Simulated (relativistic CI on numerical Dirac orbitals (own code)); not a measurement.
# d1 to d9 in one octahedral field

Computed with a parametric ligand-field model without spin-orbit coupling, by exact diagonalisation: B = 920, C = 3660, 10Dq = 20800 cm⁻¹ (Oh; |10Dq|/B = 22.6) for every shell. Energies in cm⁻¹; the field energy is (0.6 n_e − 0.4 n_t2) × 10Dq of the ground term; g labels are left out.

```csv
Shell,Ground term,Electrons in e,Field energy,First spin-allowed bands,Lowest term of other spin
d1,2T2,0.000,-8320,2E 20800,
d2,3T1,0.033,-15963,"3T2 19053, 3T1 31105",1T2 13354
d3,4A2,0.000,-24960,"4T2 20800, 4T1 29754",2E 17676
d4,?,?,?,?,?
d5,6A1,2.000,0,none,2T2 5734
d6,1A1,0.057,-48735,"1T1 18651, 1T2 29575",5T2 10067
d7,2E,1.045,-36512,"2T1 18449, 2T2 19141",4T1 2963
d8,3A2,2.000,-24960,"3T2 20800, 3T1 29754",1E 14442
d9,2E,3.000,-12480,2T2 20800,
```

Problem. Fill in the row of d4.

Solution. Ground term: 5E; Electrons in e: 1.000; Field energy: -12480; First spin-allowed bands: 5T2 20800; Lowest term of other spin: 3T1 1443. Low spin: d6, d7; the other shells keep the spin of the free ion. Only d4 to d7 can choose; the field needed to pair spins is smallest for d6 and largest for d5, which loses most exchange energy. In the strong-field picture 10Dq must exceed about 6B + 5C = 23820 (d4), 7.5B + 5C = 25200 (d5), 2.5B + 4C = 16940 (d6) and 4B + 4C = 18320 (d7); mixing of terms shifts these bounds somewhat.
